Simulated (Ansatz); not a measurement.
Relaxation of ClH$_{5}$SSn (8 atoms, charge 0, multiplicity 1), to a largest force component of 0.03 eV/Å in at most 50 steps.

All numbers below come from RHF/def2-SVP in Ansatz.

```xyz
8
Properties=species:S:1:pos:R:3:forces:R:3
Sn -0.071 0.229 -0.109 -0.11 0.12 0.23
H -0.125 -0.077 1.589 -0.14 0.47 -0.50
H 1.491 0.165 -0.763 0.00 0.01 0.01
H -0.888 1.666 -0.521 0.00 0.00 0.01
Cl -1.341 -1.512 -1.099 0.00 0.02 0.00
S 1.330 -2.719 1.520 -0.40 0.43 0.51
H 0.306 -3.313 0.904 0.00 0.02 0.01
H 0.549 -1.752 2.095 0.67 -1.06 -0.27
```

Problem. Where does it end, and by what steps?

Solution. It converged. The force dipped under the threshold on the way, but the program's further checks kept it going. After 15 steps the energy has fallen by 0.277 eV; H8 moved furthest, 1.27 Å.

| step | energy less start (eV) | largest force component (eV/Å) | accepted |
| --- | --- | --- | --- |
| 0 | 0.0000 | 1.058 | yes |
| 1 | -0.1523 | 0.364 | yes |
| 2 | -0.1947 | 0.348 | yes |
| 3 | -0.2303 | 0.189 | yes |
| 4 | -0.2496 | 0.101 | yes |
| 5 | -0.2617 | 0.293 | yes |
| 6 | -0.2660 | 0.188 | yes |
| 7 | -0.2698 | 0.181 | yes |
| 8 | -0.2685 | 0.438 | no |
| 9 | -0.2730 | 0.074 | yes |
| 10 | -0.2756 | 0.008 | yes |
| 11 | -0.2724 | 0.359 | no |
| 12 | -0.2763 | 0.093 | yes |
| 13 | -0.2739 | 0.140 | no |
| 14 | -0.2770 | 0.004 | yes |
| 15 | -0.2771 | 0.011 | yes |

```xyz
8
Properties=species:S:1:pos:R:3
Sn -0.166 0.491 -0.224
H -0.282 0.613 1.465
H 1.415 0.236 -0.788
H -0.924 1.796 -1.012
Cl -1.429 -1.422 -0.847
S 1.477 -2.926 1.617
H 0.512 -3.219 0.742
H 0.649 -2.881 2.663
```

Whether the end is a true minimum wasn't checked by a vibrational analysis.

Time of the run: 29 s on 1 thread of Arm Neoverse V2, on a shared host, peak memory 0.18 GiB.
